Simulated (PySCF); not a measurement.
**How methods differ on the ionisation energy of Sc**

Sc [Ar] 3d1 4s2 (2D) → Sc+ [Ar] 3d1 4s1 (3D), as a difference of total energies. All numbers are calculated (PySCF 2.14, the non-relativistic Hamiltonian (point nucleus), in aug-cc-pVDZ (7s6p4d2f, 59 functions)). Correlated levels: valence: [Ar] frozen. The calculations carry no spin-orbit coupling.

```tsv
method	ionisation energy (eV)
UHF	5.368
PBE0	6.345
MP2 (valence)	6.025
SCS-MP2 (valence)	6.157
```

**Question.** How much does correlation contribute at MP2 (valence)?

**Answer.** 6.025 − (5.368) = 0.657 eV, measured against UHF.

These non-relativistic numbers lack the scalar-relativistic shift.

Errors of the correlated levels include the incompleteness of this basis and the frozen core.

MP2 underrates the near-degeneracy of ns² with np² in the lower species.

For comparison: 6.562 eV (measured; NIST levels, between the centres of gravity of the two terms).
